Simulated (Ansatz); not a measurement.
Molecular dynamics of H₁₀NPSi₂

input.yaml

```yaml
crystal:
  periodic: [false, false, false]
  atoms:
    - { symbol: Si, position_ang: [-0.483437, -0.119361, 0.218649] }
    - { symbol: Si, position_ang: [0.364127, 0.158936, 2.720265] }
    - { symbol: H, position_ang: [-0.432924, 0.479027, 3.959327] }
    - { symbol: H, position_ang: [1.090184, -1.144061, 2.906159] }
    - { symbol: H, position_ang: [1.334949, 1.268846, 2.42581] }
    - { symbol: H, position_ang: [1.035572, -0.289652, 0.115508] }
    - { symbol: H, position_ang: [-0.775242, 1.321835, -0.082219] }
    - { symbol: "N", position_ang: [-0.916931, -1.471383, -0.755122] }
    - { symbol: H, position_ang: [-1.872909, -1.808095, -0.877934] }
    - { symbol: H, position_ang: [-0.192595, -2.120543, -1.073461] }
    - { symbol: P, position_ang: [-3.094525, -0.088088, 1.206324] }
    - { symbol: H, position_ang: [-3.372749, -0.015914, -0.209447] }
    - { symbol: H, position_ang: [-3.225891, -1.5264, 1.231832] }
    - { symbol: H, position_ang: [-1.171826, -0.086748, 1.73811] }
basis:
  gaussian: { orbitals: def2-SVP }
hamiltonian:
  xc: pbe
md:
  timestep: 0.5
  n_steps: 200
  ensemble: nve
  temperature: 100.0
  initial_velocities: maxwell_boltzmann
  seed: 6245
```

Run as:

```bash
$ ansatz run input.yaml --threads 4 --pin off --max-ram 5120MiB --backend cpu --events-out ev --progress --plain --runs-dir out
```

It starts at the highest image of a converged band. Of that band: The profile has 2 maxima (images 3, 6) with wells between them (image 5): this band takes more than one step, which may be the mechanism or a detour left from its start path. Neighbouring images differ by up to 2.0 eV, so the band resolves the path poorly. A vibrational analysis at the climbing image gives one clearly imaginary mode, 973i cm⁻¹: a first-order saddle point.

Output, in part (one step line in 7, the closing report, with atoms numbered from 0):

```
md step     0: t =     0.00 fs  T =   100.0 K  F+E_penalty+E_count = -26670.61323425 eV  E_kin = 0.155112 eV  conserved = -26670.45812225 eV  (28 SCF iters)
md step     7: t =     3.50 fs  T =    54.0 K  F+E_penalty+E_count = -26670.54112772 eV  E_kin = 0.083779 eV  conserved = -26670.45734869 eV  (30 SCF iters)
md step    14: t =     7.00 fs  T =   104.5 K  F+E_penalty+E_count = -26670.62010913 eV  E_kin = 0.162126 eV  conserved = -26670.45798264 eV  (30 SCF iters)
md step    21: t =    10.50 fs  T =   127.0 K  F+E_penalty+E_count = -26670.65442245 eV  E_kin = 0.196950 eV  conserved = -26670.45747283 eV  (30 SCF iters)
md step    28: t =    14.00 fs  T =   216.8 K  F+E_penalty+E_count = -26670.79460504 eV  E_kin = 0.336246 eV  conserved = -26670.45835890 eV  (30 SCF iters)
md step    35: t =    17.50 fs  T =   203.8 K  F+E_penalty+E_count = -26670.77353351 eV  E_kin = 0.316195 eV  conserved = -26670.45733835 eV  (31 SCF iters)
md step    42: t =    21.00 fs  T =   339.3 K  F+E_penalty+E_count = -26670.98466381 eV  E_kin = 0.526282 eV  conserved = -26670.45838214 eV  (30 SCF iters)
md step    49: t =    24.50 fs  T =   372.3 K  F+E_penalty+E_count = -26671.03512576 eV  E_kin = 0.577429 eV  conserved = -26670.45769678 eV  (30 SCF iters)
md step    56: t =    28.00 fs  T =   472.5 K  F+E_penalty+E_count = -26671.19046878 eV  E_kin = 0.732848 eV  conserved = -26670.45762125 eV  (30 SCF iters)
md step    63: t =    31.50 fs  T =   638.0 K  F+E_penalty+E_count = -26671.44807614 eV  E_kin = 0.989619 eV  conserved = -26670.45845735 eV  (30 SCF iters)
md step    70: t =    35.00 fs  T =   713.5 K  F+E_penalty+E_count = -26671.56414498 eV  E_kin = 1.106720 eV  conserved = -26670.45742489 eV  (29 SCF iters)
md step    77: t =    38.50 fs  T =   909.7 K  F+E_penalty+E_count = -26671.86942349 eV  E_kin = 1.411103 eV  conserved = -26670.45832072 eV  (29 SCF iters)
md step    84: t =    42.00 fs  T =   998.7 K  F+E_penalty+E_count = -26672.00645535 eV  E_kin = 1.549050 eV  conserved = -26670.45740562 eV  (29 SCF iters)
md step    91: t =    45.50 fs  T =  1250.7 K  F+E_penalty+E_count = -26672.39866730 eV  E_kin = 1.940024 eV  conserved = -26670.45864354 eV  (28 SCF iters)
md step    98: t =    49.00 fs  T =  1300.9 K  F+E_penalty+E_count = -26672.47547589 eV  E_kin = 2.017810 eV  conserved = -26670.45766621 eV  (28 SCF iters)
md step   105: t =    52.50 fs  T =  1332.8 K  F+E_penalty+E_count = -26672.52610134 eV  E_kin = 2.067348 eV  conserved = -26670.45875379 eV  (28 SCF iters)
md step   112: t =    56.00 fs  T =  1144.6 K  F+E_penalty+E_count = -26672.23330981 eV  E_kin = 1.775478 eV  conserved = -26670.45783147 eV  (29 SCF iters)
md step   119: t =    59.50 fs  T =  1008.0 K  F+E_penalty+E_count = -26672.02112827 eV  E_kin = 1.563462 eV  conserved = -26670.45766601 eV  (29 SCF iters)
md step   126: t =    63.00 fs  T =   995.2 K  F+E_penalty+E_count = -26672.00177363 eV  E_kin = 1.543650 eV  conserved = -26670.45812330 eV  (29 SCF iters)
md step   133: t =    66.50 fs  T =  1052.3 K  F+E_penalty+E_count = -26672.08992920 eV  E_kin = 1.632214 eV  conserved = -26670.45771563 eV  (28 SCF iters)
md step   140: t =    70.00 fs  T =  1224.7 K  F+E_penalty+E_count = -26672.35809136 eV  E_kin = 1.899670 eV  conserved = -26670.45842183 eV  (28 SCF iters)
md step   147: t =    73.50 fs  T =  1264.5 K  F+E_penalty+E_count = -26672.41911953 eV  E_kin = 1.961468 eV  conserved = -26670.45765191 eV  (28 SCF iters)
md step   154: t =    77.00 fs  T =  1381.3 K  F+E_penalty+E_count = -26672.60134661 eV  E_kin = 2.142607 eV  conserved = -26670.45873971 eV  (27 SCF iters)
md step   161: t =    80.50 fs  T =  1304.3 K  F+E_penalty+E_count = -26672.48046849 eV  E_kin = 2.023065 eV  conserved = -26670.45740354 eV  (27 SCF iters)
md step   168: t =    84.00 fs  T =  1329.8 K  F+E_penalty+E_count = -26672.52120367 eV  E_kin = 2.062708 eV  conserved = -26670.45849584 eV  (28 SCF iters)
md step   175: t =    87.50 fs  T =  1232.9 K  F+E_penalty+E_count = -26672.37004420 eV  E_kin = 1.912391 eV  conserved = -26670.45765334 eV  (29 SCF iters)
md step   182: t =    91.00 fs  T =  1230.4 K  F+E_penalty+E_count = -26672.36646309 eV  E_kin = 1.908429 eV  conserved = -26670.45803391 eV  (29 SCF iters)
md step   189: t =    94.50 fs  T =  1194.9 K  F+E_penalty+E_count = -26672.31151369 eV  E_kin = 1.853488 eV  conserved = -26670.45802615 eV  (28 SCF iters)
md step   196: t =    98.00 fs  T =  1157.7 K  F+E_penalty+E_count = -26672.25378441 eV  E_kin = 1.795696 eV  conserved = -26670.45808863 eV  (27 SCF iters)
md step   200: t =   100.00 fs  T =  1161.8 K  F+E_penalty+E_count = -26672.26055953 eV  E_kin = 1.802155 eV  conserved = -26670.45840405 eV  (29 SCF iters)
Total energy: -26672.26060822 eV, -980.1874982446 hartree
Atom 0 at    -1.119941    -0.344088    -0.556483 Å, force    -1.581349    -1.167189     1.253961 eV/Å
Atom 1 at     1.073401     0.444335     4.006573 Å, force    -0.615675    -0.254020     0.084587 eV/Å
Atom 2 at     2.540441     0.383422     4.182727 Å, force     0.435983    -0.085667     0.045873 eV/Å
Atom 3 at     0.546071    -0.859186     3.422883 Å, force     0.135031     0.164761     0.319445 eV/Å
Atom 4 at     0.752907     1.473909     2.979104 Å, force    -0.053083     0.303592    -0.040161 eV/Å
Atom 5 at    -0.185054    -0.272822     0.598884 Å, force     0.531414    -0.163703    -0.145125 eV/Å
Atom 6 at    -1.121600     0.881516    -1.360264 Å, force    -0.085935     0.571664    -0.353536 eV/Å
Atom 7 at    -0.906869    -1.758886    -1.584210 Å, force    -0.059999     0.673032     0.142339 eV/Å
Atom 8 at    -1.372569    -1.775625    -2.497996 Å, force     0.088147    -0.029490     0.169592 eV/Å
Atom 9 at    -0.217237    -2.508960    -1.494223 Å, force    -0.130300     0.132620     0.228764 eV/Å
Atom 10 at    -3.207911    -0.027842     1.030656 Å, force     0.810378     0.143336    -1.247367 eV/Å
Atom 11 at    -4.223697    -0.240317     0.010607 Å, force     0.160921     0.021093     0.161735 eV/Å
Atom 12 at    -3.423913    -1.327837     1.613000 Å, force     0.274120    -0.181911    -0.207876 eV/Å
Atom 13 at     0.437993     0.777593     5.355302 Å, force     0.090346    -0.128119    -0.412229 eV/Å
Dipole moment:     0.298002    -0.371521    -0.471035 e Å
```

All steps were run. The conserved energy stayed within 0.073 meV per atom of its start (net change -0.02 meV per atom), so the integration is sound. The kinetic energy rose, since the run started high on the potential surface and went downhill. It ends in pieces (H4Si + H6NPSi), so much of that is their flight and rotation, not heat. A run of 0.1 ps of so small a system gives no equilibrium averages. The orbitals stay closed-shell, which can raise the energy where a bond breaks towards radicals; this wasn't checked here.

Between its relaxed ends the band would form Si1–P11, Si2–H14 and break Si1–Si2, P11–H14. These pairs go: Si1–P11 2.79 → 2.64 Å, Si2–H14 1.84 → 1.53 Å, Si1–Si2 2.66 → 5.12 Å, P11–H14 1.99 → 5.71 Å. In the last frame they stand as after the step (other bonds may differ from the relaxed reactants and products). Also parted: Si1–H14 1.67 → 6.22 Å. It ends as H4Si + H6NPSi. Pairs count as bonded within 1.25 times the sum of covalent radii (0.12 Å more for H–H).

Last frame:

```xyz
14
Properties=species:S:1:pos:R:3
Si -1.120 -0.344 -0.556
Si 1.073 0.444 4.007
H 2.540 0.383 4.183
H 0.546 -0.859 3.423
H 0.753 1.474 2.979
H -0.185 -0.273 0.599
H -1.122 0.881 -1.360
N -0.907 -1.759 -1.584
H -1.373 -1.776 -2.498
H -0.217 -2.509 -1.494
P -3.208 -0.028 1.031
H -4.224 -0.240 0.011
H -3.424 -1.328 1.613
H 0.438 0.778 5.355
```

Run time: 4.2 min on 4 threads of Arm Neoverse V1, with other jobs on the host, peak memory 0.18 GiB.
